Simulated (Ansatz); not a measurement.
`CC[N]([GeH3])C(C)C`, relaxed with RKS PBE-D4/def2-SVP in Ansatz from a rough embedded geometry. The force threshold is 0.03 eV/Å; the program also tests the step.

Charge 0, multiplicity 1.

Start:

```xyz
22

C    -1.935   -0.624    1.593
C    -0.979    0.556    1.113
N     0.235    0.018    0.474
Ge    1.760    0.697    1.251
C     0.246    0.164   -1.014
C    -0.944   -0.507   -1.684
C     1.532   -0.486   -1.632
H    -2.233   -1.222    0.689
H    -2.757   -0.153    2.088
H    -1.356   -1.231    2.313
H    -1.510    1.249    0.452
H    -0.730    1.133    2.019
H     1.971    2.259    0.723
H     1.605    0.831    2.833
H     3.009   -0.091    0.996
H     0.283    1.237   -1.264
H    -1.884   -0.018   -1.416
H    -0.856   -0.431   -2.776
H    -1.013   -1.589   -1.380
H     2.458    0.187   -1.388
H     1.681   -1.465   -1.258
H     1.417   -0.513   -2.731
```

```tsv
step	energy (eV)	largest force (eV/Å)	largest move (Å)
1	-63407.4303	3.245	0.000
2	-63407.8330	1.022	0.137
3	-63407.8570	0.554	0.200
4	-63407.9073	0.165	0.105
5	-63407.9218	0.425	0.200
6	-63407.9347	0.195	0.114
7	-63407.9423	0.150	0.179
8	-63407.9463	0.122	0.036
9	-63407.9485	0.058	0.124
10	-63407.9506	0.035	0.061
11	-63407.9513	0.030	0.053
```

End:

```xyz
22

C    -1.828   -0.389    1.713
C    -1.037    0.711    0.998
N     0.187    0.234    0.347
Ge    1.753    0.423    1.332
C     0.167    0.219   -1.120
C    -0.879   -0.772   -1.659
C     1.543   -0.108   -1.707
H    -2.123   -1.193    1.009
H    -2.747    0.019    2.185
H    -1.214   -0.855    2.511
H    -1.680    1.205    0.234
H    -0.806    1.519    1.731
H     2.492    1.783    1.085
H     1.291    0.363    2.812
H     2.742   -0.734    1.035
H    -0.117    1.239   -1.499
H    -1.898   -0.538   -1.293
H    -0.911   -0.743   -2.768
H    -0.629   -1.805   -1.338
H     2.318    0.623   -1.392
H     1.876   -1.123   -1.404
H     1.501   -0.079   -2.813
```

It took 14 s on 4 threads of an AMD EPYC 7R13 on a shared host and a share of an NVIDIA H100 80 GB, with 0.85 GiB of host memory at the peak.
